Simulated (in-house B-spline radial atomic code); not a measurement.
Values are calculated unless marked as measured or tabulated.
**Ghost states of the separable form: Ru**

Ru, [Kr] 4d7 5s1, non-relativistic LDA (VWN5), spherical and spin-unpolarised, from an all-electron radial atomic-structure program (B-spline basis) (atomic units; all potentials screened as in the neutral atom).

Troullier-Martins channels: 5s (ε = -0.1528, r_c = 2.466 bohr), 4d (ε = -0.2104, r_c = 1.009 bohr). In the Kleinman-Bylander form one channel serves as the local potential, and each other channel l becomes |δV u><u δV|/<u|δV|u>, with δV = V_l − V_local and u the pseudo-orbital. Its strength is E_KB = <u|δV²|u>/<u|δV|u>. By the analysis of Gonze, Stumpf and Scheffler a spurious state lies below the reference level ε if E_KB > 0 and ε is above the second level of the local potential alone, or if E_KB < 0 and ε is above its first. The table's levels are those of angular momentum l in a sphere of 9 bohr, whose wall can lift a shallow ε a little above its free-atom value.

```tsv
local	channel	<u δV u>	<u δV² u>	ε	first local level	second local level
s	d	-2.9249	18.243	-0.2104	0.0920	0.3377
d	s	0.17608	0.64673	-0.1515	-10.4232	-1.7763
```

Apply the rule to each row.

Local s, channel d: E_KB = -6.24, so ε = -0.2104 is set against 0.0920: no ghost. Local d, channel s: E_KB = +3.67, so ε = -0.1515 is set against -1.7763: a ghost.

Diagonalising the separable Hamiltonian gives:

| local | channel | three lowest levels | all-electron, two lowest valence levels |
| --- | --- | --- | --- |
| s | d | -0.2104, 0.1220, 0.4204 | -0.2104, 0.1202 |
| d | s | -9.1053, -0.1515, 0.1154 | -0.1515, 0.1179 |

Which choices of local channel are safe?

Free of ghosts: s. With d local the s channel has a ghost 8.95 hartree below ε, since the local potential binds more than one state below ε, and a repulsive term of rank one raises each level at most to the next, so it clears only one of them. Among the safe choices the second level, which tests transfer, is off by at most 1.8 millihartree (s local).
